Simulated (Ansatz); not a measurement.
Ansatz (a program for electronic structure) input (B3LYP-D3(BJ)/def2-TZVP):

Ansatz 0.2 input:
```yaml
crystal:
  periodic: [false, false, false]
  atoms:
    - {symbol: Si, position_ang: [-0.13875802, 0.12232385, 0.61511876]}
    - {symbol: N, position_ang: [-0.50618532, 1.58498549, -0.24740327]}
    - {symbol: N, position_ang: [-0.88955689, -1.25799280, -0.14563854]}
    - {symbol: N, position_ang: [1.53722503, -0.30259114, 0.60148229]}
    - {symbol: H, position_ang: [-1.39221558, 2.03155188, -0.07477565]}
    - {symbol: H, position_ang: [-0.32372169, 1.58169828, -1.24472711]}
    - {symbol: H, position_ang: [-0.57321879, -2.16785191, 0.14912891]}
    - {symbol: H, position_ang: [-1.89317480, -1.26250557, -0.23514929]}
    - {symbol: H, position_ang: [2.18708763, 0.39016965, 0.93526643]}
    - {symbol: H, position_ang: [1.89164473, -0.71649955, -0.25146159]}
basis:
  gaussian:
    orbitals: def2-TZVP
hamiltonian:
  xc: b3lyp
  dispersion: d3bj
magnetization: {spin_polarized: true, initial_magnetization: 1}
relax: {f_tol: 0.002, max_steps: 150}
```

End of the output:

```
integrals: 0.07 GiB planned
990 factors; their error is unknown
0.24 GiB of the device are held for the grids
0.86 GiB of device memory are held for the factors and their scratch space
mean field: 0.76 GiB planned
mean field -12449.58925533 eV, -457.5139664985 hartree, gradient 1.4e-5 eV, S^2 0.752450; 0 other end points of the search recorded, 0 dependent functions left out
the calculation of the forces begins
reference -12449.58950228 eV, -457.5139755738 hartree; 21, 20 occupied and 145, 146 virtual orbitals, 990 factors
relax step  24: F+E_penalty+E_count = -12449.93812323 eV  Δ(F+E_penalty+E_count) = -2.903e-6 eV  max|allowed force component| = 7.343e-4 eV/Å  Δτ_max = 0.0017 Å  (26 SCF iters, accepted)
integrals: 0.07 GiB planned
990 factors; their error is unknown
0.24 GiB of the device are held for the grids
0.86 GiB of device memory are held for the factors and their scratch space
mean field: 0.76 GiB planned
mean field evaluation 192: about -12449.5893 eV, gradient 8.1e-4 eV
mean field -12449.58925533 eV, -457.5139664985 hartree, gradient 1.7e-5 eV, S^2 0.752450; 1 other end points of the search recorded, 0 dependent functions left out
the calculation of the forces begins
reference -12449.58950228 eV, -457.5139755738 hartree; 21, 20 occupied and 145, 146 virtual orbitals, 990 factors
Total energy: -12449.93837018 eV, -457.5267962328 hartree
Atom 0 at    -0.100141     0.077301     0.558726 Å, force    -0.000090    -0.000284     0.000079 eV/Å
Atom 1 at    -0.729469     1.395351    -0.371885 Å, force     0.000342    -0.000466    -0.000696 eV/Å
Atom 2 at    -0.860354    -1.372941    -0.005620 Å, force     0.000264     0.000382    -0.000554 eV/Å
Atom 3 at     1.591714    -0.049104     0.210784 Å, force    -0.000192    -0.000018    -0.000734 eV/Å
Atom 4 at    -1.532262     1.914917    -0.053128 Å, force     0.000170    -0.000447     0.000449 eV/Å
Atom 5 at    -0.072839     1.989553    -0.856737 Å, force     0.000005    -0.000134     0.000383 eV/Å
Atom 6 at    -0.981787    -2.163671     0.607629 Å, force     0.000043     0.000526     0.000452 eV/Å
Atom 7 at    -1.631685    -1.283486    -0.650891 Å, force     0.000267     0.000262     0.000192 eV/Å
Atom 8 at     2.272087     0.433204     0.776938 Å, force    -0.000502    -0.000061     0.000288 eV/Å
Atom 9 at     1.943862    -0.937836    -0.113973 Å, force    -0.000308     0.000239     0.000141 eV/Å
Dipole moment:    -0.008349     0.007339     0.052411 e Å
```

It need not be the lowest isomer of its formula.
